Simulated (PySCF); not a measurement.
**Ta: ionisation energy**

Ta [Xe] 4f14 5d3 6s2 (4F) → Ta+ [Xe] 4f14 5d3 6s1 (5F), as a difference of total energies. Calculation: PySCF 2.14, in aug-cc-pVTZ-PP with one added diffuse shell each of s, p, d, f, g type with ECP60MDF (7s7p6d4f3g, 113 functions); a scalar-relativistic core potential. Correlated levels: valence: 5s2 5p6 frozen. The calculations carry no spin-orbit coupling.

```csv
method,ionisation energy (eV)
UHF,5.738
LDA,7.621
PBE,7.226
PBE0,7.045
r2SCAN,6.830
B2PLYP,7.293
M06-2X,7.884
TPSS,7.094
MP2 (valence),6.950
SCS-MP2 (valence),7.194
```

Errors of the correlated levels include the incompleteness of this basis and the frozen core.

MP2 underrates the near-degeneracy of ns² with np² in the lower species.

Question: Which method comes closest to the reference value, and which is furthest?

Answer: The reference is 7.573 eV (measured; NIST levels, between the centres of gravity of the two terms). Closest: LDA (error 0.048 eV); furthest: UHF (error -1.835 eV).
